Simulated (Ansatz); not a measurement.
C3H10Si2 can be A, `C=C([SiH3])C[SiH3]`, or B, `[SiH3]/C=C/C[SiH3]`.

Isolated molecules relaxed with PBE0-D4/def2-TZVP in Ansatz; ΔE leaves out vibrations. CCSD(T)/CBS is the MP2 limit (def2-TZVPP, def2-QZVPP) plus CCSD(T) − MP2 in def2-TZVPP, frozen cores. Functionals use def2-TZVPP. B3LYP here is the variant with VWN-RPA as its local correlation; programs differ in this. One conformer a species, not always the lowest.

A:

Z-matrix (Å, degrees):
```
Si
C 1 1.870
H 1 1.488 2 111.3
H 1 1.490 2 109.6 3 118.4
H 1 1.485 2 109.5 3 -121.2
C 2 1.501 1 118.8 3 -57.1
C 2 1.334 1 119.1 3 122.8
Si 6 1.888 2 111.5 1 88.9
H 6 1.095 2 111.7 1 -32.3
H 6 1.096 2 111.0 1 -151.6
H 7 1.085 2 121.9 1 -1.3
H 7 1.089 2 121.7 1 178.5
H 8 1.486 6 109.2 2 64.5
H 8 1.486 6 110.6 2 -55.3
H 8 1.489 6 110.1 2 -175.7
```

B:

```xyz
15

Si    0.0438    1.4850    2.3830
C    -0.6305    0.6384    0.8803
C    -0.0762   -0.4563    0.3541
C    -0.5342   -1.1625   -0.8719
Si    0.5880   -0.7594   -2.3367
H    -0.9646    1.5284    3.4779
H     1.2428    0.7420    2.8560
H     0.4302    2.8921    2.0856
H    -1.5198    1.0425    0.3955
H     0.8158   -0.8711    0.8242
H    -0.5131   -2.2484   -0.7302
H    -1.5572   -0.8779   -1.1346
H     0.1911   -1.5625   -3.5249
H     1.9999   -1.0761   -1.9930
H     0.4841    0.6857   -2.6654
```

(1) Which is lower in electronic energy at CCSD(T)/CBS, and by how much? (Estimate.)

(2) Give E(B) − E(A) in kJ/mol with B3LYP-D4, CCSD(T)/def2-TZVPP, r2SCAN-D4, HF/def2-TZVPP, B3LYP, ωB97M-V, PBE-D4. (An estimate is asked.)

Largest T1 diagnostic: 0.012.

## Answers

(1) The calculation gave: B, by 7.0 kJ/mol.

(2) Computed: B3LYP-D4 -7.1, CCSD(T)/def2-TZVPP -7.3, r2SCAN-D4 -9.7, HF/def2-TZVPP -15.0, B3LYP -13.2, ωB97M-V -7.4, PBE-D4 -7.6. None reverses the order clearly.

In def2-TZVPP, CCSD(T) changes the Hartree–Fock value by +7.7 kJ/mol (the triples alone add +1.2 kJ/mol) and MP2 by +8.3 kJ/mol. The D4 term adds +6.1 kJ/mol with B3LYP and +3.3 kJ/mol with PBE0; it sums over pairs of atoms, weighted by their polarisabilities, and B3LYP, whose exchange is more repulsive, gets the larger term.
